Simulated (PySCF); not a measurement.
**Molecular orbitals of BiTe⁺**

PBE0 at R = 2.550 Å; Bi cc-pVDZ-PP with ECP60, Te cc-pVDZ-PP with ECP28; scalar-relativistic core potentials (PySCF 2.14). State: triplet, unpaired electrons π ↑↑, a mixture of terms (⟨Lz²⟩ = 2.0), a second solution, started from another occupation. Only the outer orbitals are listed, counted within each symmetry, core potentials removing the inner ones.

```json
{"spin": "α", "orbital": "7σ", "occ.": "1", "ε (eV)": "-25.10", "on Bi (%)": "43", "main shells (%)": "53 Te s, 39 Bi s"}
{"spin": "α", "orbital": "8σ", "occ.": "1", "ε (eV)": "-21.39", "on Bi (%)": "55", "main shells (%)": "55 Bi s, 42 Te s"}
{"spin": "α", "orbital": "5π", "occ.": "1", "ε (eV)": "-14.27", "on Bi (%)": "25", "main shells (%)": "74 Te p, 24 Bi p"}
{"spin": "α", "orbital": "9σ", "occ.": "1", "ε (eV)": "-14.09", "on Bi (%)": "43", "main shells (%)": "54 Te p, 36 Bi p"}
{"spin": "α", "orbital": "5π", "occ.": "1", "ε (eV)": "-13.32", "on Bi (%)": "28", "main shells (%)": "71 Te p, 26 Bi p"}
{"spin": "α", "orbital": "6π", "occ.": "1", "ε (eV)": "-11.32", "on Bi (%)": "75", "main shells (%)": "75 Bi p, 24 Te p"}
{"spin": "α", "orbital": "6π", "occ.": "0", "ε (eV)": "-9.24", "on Bi (%)": "72", "main shells (%)": "72 Bi p, 27 Te p"}
{"spin": "α", "orbital": "10σ", "occ.": "0", "ε (eV)": "-6.09", "on Bi (%)": "62", "main shells (%)": "62 Bi p, 38 Te p"}
{"spin": "α", "orbital": "11σ", "occ.": "0", "ε (eV)": "-0.40", "on Bi (%)": "64", "main shells (%)": "31 Bi s, 20 Bi p, 18 Te d"}
{"spin": "β", "orbital": "7σ", "occ.": "1", "ε (eV)": "-24.14", "on Bi (%)": "45", "main shells (%)": "50 Te s, 40 Bi s"}
{"spin": "β", "orbital": "8σ", "occ.": "1", "ε (eV)": "-20.41", "on Bi (%)": "53", "main shells (%)": "52 Bi s, 44 Te s"}
{"spin": "β", "orbital": "9σ", "occ.": "1", "ε (eV)": "-13.65", "on Bi (%)": "43", "main shells (%)": "54 Te p, 36 Bi p"}
{"spin": "β", "orbital": "5π", "occ.": "1", "ε (eV)": "-12.94", "on Bi (%)": "28", "main shells (%)": "71 Te p, 26 Bi p"}
{"spin": "β", "orbital": "5π", "occ.": "0", "ε (eV)": "-10.63", "on Bi (%)": "30", "main shells (%)": "69 Te p, 29 Bi p"}
{"spin": "β", "orbital": "6π", "occ.": "0", "ε (eV)": "-8.86", "on Bi (%)": "72", "main shells (%)": "72 Bi p, 27 Te p"}
{"spin": "β", "orbital": "6π", "occ.": "0", "ε (eV)": "-7.93", "on Bi (%)": "70", "main shells (%)": "70 Bi p, 29 Te p"}
```

Question: Which are the highest filled and the lowest empty level, where do they sit, and how wide is the gap?

Answer: Highest filled α 6π at -11.32 eV (in %: 75 Bi p, 24 Te p); lowest empty β 5π at -10.63 eV (in %: 69 Te p, 29 Bi p); the gap at PBE0 is 0.69 eV.

- bond order (Mayer): 1.76
- ⟨S²⟩: 2.004
- charge on Bi (Mulliken, basis-dependent): 0.64
- charge on Bi (Löwdin, basis-dependent): 0.60
- dipole moment (positive dipole points towards Te; it is taken about the centre of mass and depends on that origin): -0.13 D

These are scalar-relativistic numbers at best; spin–orbit coupling would shift them, the dissociation energy most.
